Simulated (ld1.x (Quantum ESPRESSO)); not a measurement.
## How hard is this S (Z = 16) PAW potential?

| Quantity | Value |
| --- | --- |
| Element | sulfur (S) |
| Generator | ld1.x (Quantum ESPRESSO) 7.5 |
| Type | PAW |
| Functional | PBE |
| Relativity | non-relativistic |
| Frozen core | [Ne] |
| Valence charge | 6 |
| Reference configuration | 3s1.5 3p4.5 |
| Partial waves | 3s (bound): rcut 1.15, rcutus 1.50 bohr; 3s channel at 0.2 Ry: rcut 1.15, rcutus 1.50 bohr; 3p (bound): rcut 1.45, rcutus 1.70 bohr; 3p channel at 2.2 Ry: rcut 1.45, rcutus 1.70 bohr |
| Local potential | all-electron potential smoothed inside 1.15 bohr (lloc = -2) |
| Core correction | a·sin(br)/r model core, default radius (ld1.x builds one for every PAW set, though the input has nlcc=.false.) |
| Augmentation charge | PSQ, inside the norm-conserving radii |

The pseudo-atom Hamiltonian at the reference potential is diagonalised in spherical Bessel functions j_l(qr) that vanish at 20 bohr, with q² up to the cutoff. All-electron valence levels (Ry): 3s -1.2849, 3p -0.5364.

Question: How do the lowest levels (Ry) of each channel move with the cutoff, and are there ghosts?

Answer:

| cutoff (Ry) | s #1 | p #1 | d #1 | f #1 | Σ f·Δε (mRy) |
| --- | --- | --- | --- | --- | --- |
| 8 | -1.2743 | -0.4899 | 0.0707 | 0.1175 | 225.4 |
| 10 | -1.2776 | -0.5119 | 0.0707 | 0.1175 | 121.5 |
| 12 | -1.2810 | -0.5240 | 0.0706 | 0.1175 | 61.7 |
| 15 | -1.2833 | -0.5323 | 0.0706 | 0.1175 | 21.3 |
| 18 | -1.2845 | -0.5345 | 0.0706 | 0.1175 | 9.4 |
| 21 | -1.2846 | -0.5356 | 0.0706 | 0.1175 | 4.4 |
| 25 | -1.2846 | -0.5362 | 0.0706 | 0.1175 | 1.5 |
| 30 | -1.2847 | -0.5364 | 0.0706 | 0.1175 | 0.7 |
| 35 | -1.2848 | -0.5364 | 0.0706 | 0.1175 | 0.4 |
| 40 | -1.2849 | -0.5364 | 0.0706 | 0.1175 | 0.3 |
| 400 | -1.2849 | -0.5364 | 0.0706 | 0.1175 | 0.0 |

Result: no extra level below or beside the all-electron valence levels (s, p, d, f tested); 10 mRy is reached at 18 Ry and 1 mRy at 30 Ry.
